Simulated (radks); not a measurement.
Question: The table gives one normalised radial function P(r) = r R(r) of Zr38+ in [He] (r in bohr). Calculated with a radial shooting solver on a logarithmic mesh with Libxc functionals: scalar-relativistic Kohn-Sham, BLYP, spin-polarised, spherical densities, finite nucleus; Fermi nuclear charge, rms radius 4.2694 fm.

r,P
0.003585,0.5881
0.003946,0.6347
0.004343,0.6840
0.004781,0.7357
0.005263,0.7898
0.005793,0.8459
0.006377,0.9038
0.007019,0.9629
0.007726,1.0227
0.008505,1.0823
0.009362,1.1410
0.01031,1.1974
0.01134,1.2502
0.01239,1.2942
0.01363,1.3354
0.01501,1.3677
0.01652,1.3885
0.01819,1.3952
0.02002,1.3849
0.02204,1.3547
0.02426,1.3013
0.0267,1.2216
0.02939,1.1128
0.03235,0.9723
0.03561,0.7982
0.0392,0.5895
0.04315,0.3464
0.0475,0.0708
0.05228,-0.2339
0.05709,-0.5337
0.06284,-0.8759
0.06917,-1.2240
0.07614,-1.5656
0.08382,-1.8869
0.09226,-2.1730
0.1016,-2.4089
0.1118,-2.5812
0.1231,-2.6795
0.1355,-2.6975
0.1491,-2.6347
0.1641,-2.4965
0.1807,-2.2937
0.1989,-2.0387
0.2189,-1.7411
0.241,-1.4110
0.2631,-1.1045
0.2896,-0.8023
0.3188,-0.5516
0.3509,-0.3572
0.3863,-0.2167
0.4252,-0.1224
0.4681,-0.0639
0.5152,-0.0306

Which n and l does it have? It may be an empty orbital.

Answer: n = 2, l = 0: the number of nodes gives n - l - 1 = 1, the rise at small r (about r^(l+1), flatter next to the nucleus through relativity) gives l, and the extent must fit the shell. The curve is that of 2s. 2s (empty): eigenvalue -5312.8 eV, 1 radial node at r = 0.0486 bohr, <r> = 0.153 bohr, 90 % of the charge inside 0.233 bohr.
